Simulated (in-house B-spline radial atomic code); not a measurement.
How numerical settings move a run on Mo²⁺, [Kr] 4d4. Computed with an all-electron radial atomic-structure program (B-spline basis): scalar-relativistic (X2C) M06-2X, spherical fractional occupations, Fermi nucleus of rms radius 4.4091 fm.

Command:
```bash
python run_scf.py task.json out
```
Settings of the sound reference run:
```
Z                42
electrons        40
configuration    [Kr] 4d4
hamiltonian      x2c
method           m062x
spin_polarised   False
nucleus          fermi
rms_radius       4.4091
mass_number      98
atomic_mass      97.9054
speed_of_light   137.036
knot_spacing     0.22
spline_order     8
gauss_points     12
box_radius       22.22
max_iterations   70
damping          0.5
damped_steps     3
diis_vectors     10
tolerance        1e-08
start            Thomas-Fermi
```

Time taken, with all properties: 0.53 s on 1 thread of Arm Neoverse N1, with other jobs on the host.

It converges in 13 iterations to -4047.480229 hartree, with 4d at -20.5726 eV. The other runs change the listed settings, some to values that make no sense; their results aren't properties of the atom or ion. Radii are in bohr (the nuclear one in fm), a minus after a letter asks for a j subshell, and «unchanged» means within 1e-8 hartree. The run stops when the residual is below 10 × tolerance × max(1, Z/10), or a noise floor if that is larger, and the energy moves by less than 1e-8 × √|E| hartree; so very loose and very tight tolerances often act alike.

```tsv
changed settings	outcome
tolerance = 1e-06	converged in 6 iterations, energy +2.26e-08 hartree from the reference, 4d level -9.1e-04 eV (the program warns: states collapsed into the nucleus by a negative tau potential were left out of the aufbau)
knot_spacing = 0.75, box_radius = 1.33, max_iterations = 75	converged in 8 iterations, energy +4.74e+01 hartree from the reference, 4d level +2.0e+02 eV (the program warns: 4d has a positive eigenvalue: unbound, held by the box; 4s has a positive eigenvalue: unbound, held by the box)
gauss_points = 8	converged in 60 iterations, energy +1.15e-08 hartree from the reference, 4d level -1.7e-06 eV (the program warns: states collapsed into the nucleus by a negative tau potential were left out of the aufbau)
hamiltonian = dirac, method = tpss,tpss	stopped with error: meta-GGAs are not served with the Dirac Hamiltonian
gauss_points = 5, max_iterations = 100, damping = 0.95, tolerance = 1e-05, start = bare nucleus	converged in 8 iterations, energy +1.85e-06 hartree from the reference, 4d level +3.2e-05 eV (the program warns: states collapsed into the nucleus by a negative tau potential were left out of the aufbau)
tolerance = 1e-13	converged in 14 iterations, energy unchanged, 4d level -1.6e-06 eV (the program warns: states collapsed into the nucleus by a negative tau potential were left out of the aufbau)
gauss_points = 16	converged in 21 iterations, energy +1.18e-08 hartree from the reference, 4d level -1.9e-06 eV (the program warns: states collapsed into the nucleus by a negative tau potential were left out of the aufbau)
gauss_points = 6, first_knot = 0.000238, max_iterations = 100, damped_steps = 1, diis_vectors = 0	converged in 17 iterations, energy +2.18e-03 hartree from the reference, 4d level -4.4e-03 eV
```

Task: What happens with box_radius = 6.67, max_iterations = 100, diis_vectors = 20?

Result: Converged in 14 iterations, energy +5.13e-04 hartree from the reference, 4d level +4.2e-02 eV (the program warns: 4d reaches the box edge; states collapsed into the nucleus by a negative tau potential were left out of the aufbau).

Task: What happens with gauss_points = 5?

Result: Converged in 13 iterations, energy +1.86e-06 hartree from the reference, 4d level -7.7e-06 eV (the program warns: states collapsed into the nucleus by a negative tau potential were left out of the aufbau).

Task: What happens with start = bare nucleus?

Result: Converged in 13 iterations, energy unchanged (the program warns: states collapsed into the nucleus by a negative tau potential were left out of the aufbau).

Task: What happens with gauss_points = 3?

Result: Converged in 13 iterations, energy -3.27e+02 hartree from the reference, 4d level -2.5e-04 eV (the program warns: states collapsed into the nucleus by a negative tau potential were left out of the aufbau).
